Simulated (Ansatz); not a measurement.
CH6MoN2O2 (`C[O][Mo](=[NH])(=[NH])[OH]`). The species carries charge 0 and has multiplicity 1. Mo: def2 effective core potential. All single points use the PBE0-D4/def2-TZVP geometry. It is one conformer, not always the lowest.

```xyz
12

C     0.922    0.991   -1.702
O     0.720    0.869   -0.320
Mo   -0.378   -0.228    0.723
N    -1.059   -1.443   -0.300
N     0.580   -0.934    1.974
O    -1.809    0.742    1.502
H     0.757    2.031   -1.999
H     1.954    0.719   -1.948
H     0.240    0.349   -2.268
H    -1.209   -2.402   -0.581
H     1.031   -1.676    2.489
H    -1.748    0.982    2.430
```

Q: What is the dipole moment at r2SCAN/def2-TZVPP? (Best estimate.)

A: The calculation gave: 1.28 D, with components (0.84, -0.97, -0.05) D in this frame, pointing from negative to positive charge.

Q: And with PBE, B3LYP, ωB97M-V? (An estimate is asked.)

A: The calculation gave: PBE 1.24 D, B3LYP 1.38 D, ωB97M-V 1.48 D.

Q: Give the Mulliken charges with r2SCAN, B3LYP, PBE in def2-TZVPP. (An estimate is asked.)

A: The calculation gave: 
```csv
atom,r2SCAN,B3LYP,PBE
C1,0.05,-0.08,-0.10
O2,-0.51,-0.52,-0.44
Mo3,1.53,1.54,1.33
N4,-0.64,-0.63,-0.59
N5,-0.64,-0.63,-0.59
O6,-0.54,-0.53,-0.48
H7,0.06,0.10,0.10
H8,0.06,0.10,0.10
H9,0.06,0.10,0.10
H10,0.18,0.17,0.18
H11,0.17,0.17,0.18
H12,0.22,0.21,0.21
```

B3LYP here is the variant with VWN-RPA as its local correlation; programs differ in this.

Computed with Ansatz.
